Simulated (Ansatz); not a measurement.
One change: `C[O][SnH]([F])[Cl]` becomes `N[BH][SnH]([F])[Cl]`.

Ansatz, PBE0-D4/def2-TZVP geometries, multiplicity 1. Each molecule was computed in one conformer, which needn't be the lowest.

Elements past krypton have def2 core potentials.

```
                                        property  `C[O][SnH]([F])[Cl]`
             HOMO energy (B3LYP/def2-TZVPP) / eV                 -8.22
         HOMO–LUMO gap (ωB97M-V/def2-TZVPP) / eV                 11.29
  zero-point energy (PBE0-D4/def2-TZVP) / kJ/mol                 135.9
size of the dipole moment (B3LYP/def2-TZVPP) / D                  1.69
           LUMO energy (ωB97M-V/def2-TZVPP) / eV                  0.41
             LUMO energy (B3LYP/def2-TZVPP) / eV                 -1.97
```

**Question.** What does the change do to each property? (Best estimate.)

**Answer.** Ansatz gave: 
```csv
property,`N[BH][SnH]([F])[Cl]`,shift
HOMO energy (B3LYP/def2-TZVPP) / eV,-7.88,0.34
HOMO–LUMO gap (ωB97M-V/def2-TZVPP) / eV,10.57,-0.72
zero-point energy (PBE0-D4/def2-TZVP) / kJ/mol,133.8,-2.1
size of the dipole moment (B3LYP/def2-TZVPP) / D,4.40,2.71
LUMO energy (ωB97M-V/def2-TZVPP) / eV,0.37,-0.04
LUMO energy (B3LYP/def2-TZVPP) / eV,-1.70,0.27
```

With PBE0 the HOMO rises by 0.38 eV and the LUMO rises by 0.13 eV, so the gap narrows by about 0.25 eV. PBE moves the HOMO by 0.03 eV and ωB97M-V by 0.68 eV. Dipoles are sizes alone; their direction can turn.

B3LYP here is the variant with VWN-RPA as its local correlation; programs differ in this.
